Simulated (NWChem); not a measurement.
System: SiCl$_{2}$, singlet; SMILES Cl[Si]Cl

All runs: NWChem. Low-valent species are run as closed-shell singlets; no triplet was tried in these runs. The geometry was optimised at PBE0-D3(BJ)/def2-TZVP. Total energies compare along this basis series because the functional is fixed.

```csv
level,basis functions,energy (Ha),highest occupied level (eV),orbital gap (eV),dipole (D)
PBE/pcseg-1,54,-1209.3955,-6.80,2.96,0.98
PBE/aug-pcseg-1,81,-1209.4015,-6.75,2.97,0.76
PBE/pcseg-2,102,-1209.5008,-6.72,2.99,0.95
PBE/STO-3G,27,-1196.0156,-4.42,3.43,2.32
PBE/def2-SVP,54,-1209.0510,-6.48,3.00,0.63
```
